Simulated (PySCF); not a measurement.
Compound: C7H8FO (doublet state).
Z-matrix (Å and degrees, GFN2-xTB geometry), rows numbered from 1:
```
C 
C   1  1.4128
O   2  1.2400  1  122.73
C   2  1.4798  1  115.97  3   179.92
F   4  1.3580  2  114.84  1     0.01
C   4  1.3503  2  129.05  1  -179.97
C   6  1.4288  4  125.20  2    -0.04
C   7  1.3445  6  125.19  4   179.98
C   8  1.4860  7  127.83  6     0.02
H   1  1.0754  2  118.73  3    -0.03
H   1  1.0743  2  122.24  3  -179.89
H   6  1.0826  4  116.05  2   179.99
H   7  1.0799  6  115.52  4     0.02
H   8  1.0827  7  117.81  6  -179.98
H   9  1.0907  8  109.58  7   121.23
H   9  1.0850  8  112.92  7    -0.19
H   9  1.0906  8  109.54  7  -121.61
```

The hyperfine couplings belong to this conformer and change with its torsions.

As a line formula: `[CH2]C(=O)/C(F)=C\C=C/C` [radical].

Computed with UKS B3LYP, pcH-1 on C F H O, non-relativistic, mean-field spin-orbit, GIAO in PySCF 2.14.0. Geometry: GFN2-xTB, one conformer, isolated molecule. The geometry wasn't refined by DFT: couplings that depend on bond lengths, twists or pyramidal angles can differ widely from those at the functional's own minimum. No stability test was run, so a lower SCF solution isn't excluded.

Task: Give the principal g shifts and their parts.

Result: 
| Δg (ppt) | 1 | 2 | 3 |
| --- | --- | --- | --- |
| relativistic mass correction | -0.18 | -0.18 | -0.18 |
| gauge correction | -0.01 | 0.04 | 0.04 |
| orbital Zeeman/spin–orbit | 0.01 | 1.93 | 6.26 |
| total | -0.19 | 1.79 | 6.11 |

So g = 2.00213, 2.00411, 2.00843 and g_iso = 2.00489; the tensor is rhombic: the two nearest values differ by 31 % of g3 − g1. Axes: g3 points within 7° of the C2–O3 bond.

Task: Average each term over the three axes. Which is largest in size?

Result: The orbital-Zeeman/spin–orbit term 2.73, the mass correction -0.18 and the gauge correction 0.02 ppt, for a total of 2.57 ppt. The orbital-Zeeman/spin–orbit term is the largest in size. The mass correction is the same along every axis, so the anisotropy comes from the other two: their spans along these axes are 0.05 (gauge) and 6.25 ppt (orbital Zeeman/spin–orbit).

Task: At 34.102 GHz, how far is the centre of the isotropic spectrum from where a free electron (g = 2.002319) resonates?

Result: B = hν/(g μB) with μB/h = 13.99624 MHz/mT gives 1216.84 mT for the free electron and 1215.28 mT at g_iso, 1.56 mT lower.

Task: In a frozen sample, at which fields do the three g values resonate at 9.5, 34, 94 and 263 GHz (hyperfine left aside), and which band first spreads them over more than twice a line width of 0.5 mT?

Result: 
```
band    GHz  B(g3) mT  B(g2) mT  B(g1) mT  spread mT
   X    9.5    337.95    338.68    339.02       1.06
   Q   34.0   1209.51   1212.12   1213.32       3.80
   W   94.0   3343.95   3351.16   3354.46      10.51
   J  263.0   9355.94   9376.12   9385.36      29.42
```

The spread grows in proportion to the frequency. X band is the first where it exceeds 1.0 mT.

The largest Mulliken spin populations are on C1 (+0.86), O3 (+0.30) and C2 (-0.12). The positive populations add up to 1.21 and the negative ones to -0.21, together 2S = 1. The angles at C1 add up to 360.0°, so it is planar; its axial dipolar tensor and the negative couplings of its protons fit spin in a p orbital normal to that plane.

The HOMO–LUMO gaps are 4.46 eV among the α and 2.39 eV among the β orbitals.
